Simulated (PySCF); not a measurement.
# Electric properties by functional and basis

Species: C₂H₈Ge₂O.
Atom-mapped SMILES: `[CH2:1]=[CH:2][GeH2:3][O:4][GeH3:5]` (hydrogens: H6, H7 on C1; H8 on C2; H9, H10 on Ge3; H11, H12, H13 on Ge5)

Structure used (PBE0-D3(BJ)/def2-SVP), in Å, numbered top down from 1:
```
atom  x, y, z in Å
C1    -1.9718   -0.8397   -0.9603
C2    -1.7048   -0.0460    0.0820
Ge3   -0.6424    1.5649   -0.1023
O4     0.9239    1.3458    0.7183
Ge5    1.9744   -0.0869    0.6987
H6    -2.5615   -1.7582   -0.8591
H7    -1.6136   -0.6077   -1.9704
H8    -2.0865   -0.3231    1.0726
H9    -0.3946    1.8051   -1.6074
H10   -1.2830    2.7827    0.5821
H11    2.2260   -0.5242   -0.7608
H12    1.3029   -1.2343    1.4803
H13    3.2835    0.3464    1.3754
```

PySCF, dipoles from the SCF density, polarisabilities from static response with core orbitals frozen. One conformer (not necessarily the lowest) at the PBE0-D3(BJ)/def2-SVP geometry, without solvent, vibrations or thermal averaging. The LDA/def2-SVPD calculation is non-relativistic and has no spin–orbit coupling, an omission that weighs most on germanium.

The anisotropy is √(½[(α1 − α2)² + (α2 − α3)² + (α3 − α1)²]).

| level | μ (D) | α (au) | anisotropy (au) |
| --- | --- | --- | --- |
| LDA/def2-SVPD | 1.607 | 93.80 | 19.25 |
| PBE/def2-SVPD | 1.566 | 91.97 | 19.03 |
| B3LYP/def2-SVPD | 1.642 | 89.13 | 17.91 |
| PBE0/def2-SVPD | 1.652 | 88.19 | 17.73 |
| BHandHLYP/def2-SVPD | 1.732 | 85.58 | 17.15 |
| CAM-B3LYP/def2-SVPD | 1.684 | 87.63 | 17.19 |
| wB97X-D/def2-SVPD | 1.669 | 87.54 | 17.04 |
| LC-wPBE/def2-SVPD | 1.692 | 85.37 | 16.53 |
| HF/def2-SVPD | 1.845 | 82.07 | 16.99 |
| PBE0/6-31G* | 1.779 | 72.65 | 17.60 |
| PBE0/def2-SVP | 1.690 | 76.77 | 17.34 |
| PBE0/def2-TZVP | 1.574 | 85.32 | 17.77 |

The dipole runs from 1.57 D (PBE/def2-SVPD) to 1.85 D (HF/def2-SVPD). No reference polarisability is at hand; against PBE0 in the largest diffuse basis at hand (def2-SVPD) the other PBE0 rows deviate by 6-31G* -18%, def2-SVP -13%, def2-TZVP -3%. In one basis (def2-SVPD) the functionals order the polarisability from HF (lowest) to LDA (highest), a spread of 14%. With PBE0 the polarisability is 78.25 au without diffuse functions (mean of 6-31G*, def2-SVP and def2-TZVP) and 88.19 au with them (def2-SVPD).
